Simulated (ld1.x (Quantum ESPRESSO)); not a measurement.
## u(r) = r·R(r): atom against pseudo-atom (C)

Columns: radius, all-electron u(r) and pseudo u(r) of the 2p shell (level -5.35 eV) of carbon in the configuration [He] 2s1.75 2p2.25; PBEsol, scalar-relativistic, TM scheme, ld1.x (Quantum ESPRESSO) 7.5.

```csv
r (bohr),all-electron,pseudo
0.075,0.0285,0.0131
0.150,0.0928,0.0512
0.225,0.1720,0.1109
0.300,0.2545,0.1872
0.375,0.3337,0.2733
0.450,0.4063,0.3622
0.525,0.4707,0.4473
0.600,0.5266,0.5229
0.675,0.5743,0.5857
0.750,0.6138,0.6340
0.825,0.6456,0.6686
0.900,0.6701,0.6911
0.975,0.6879,0.7043
1.050,0.6998,0.7108
1.125,0.7066,0.7127
1.200,0.7089,0.7116
1.275,0.7072,0.7081
1.350,0.7023,0.7025
1.425,0.6946,0.6946
1.500,0.6846,0.6846
1.575,0.6726,0.6726
1.650,0.6591,0.6591
1.725,0.6444,0.6444
1.800,0.6286,0.6286
1.875,0.6122,0.6122
1.950,0.5951,0.5951
```

**Question.** How many radial nodes do the two functions have?

**Answer.** The all-electron 2p function has n − l − 1 = 0; the pseudo-wave has 0.

**Question.** At about which radius was the pseudo-wave matched?

**Answer.** 1.50 bohr. The columns agree to 0.0005 from 1.35 bohr on; several derivatives are matched, so the curves merge somewhat inside the radius.

**Question.** Is the pseudo-wave norm-conserving?

**Answer.** Yes: the TM scheme keeps the norm inside the radius equal to the all-electron one, which fixes the energy derivative of the logarithmic derivative at the level.
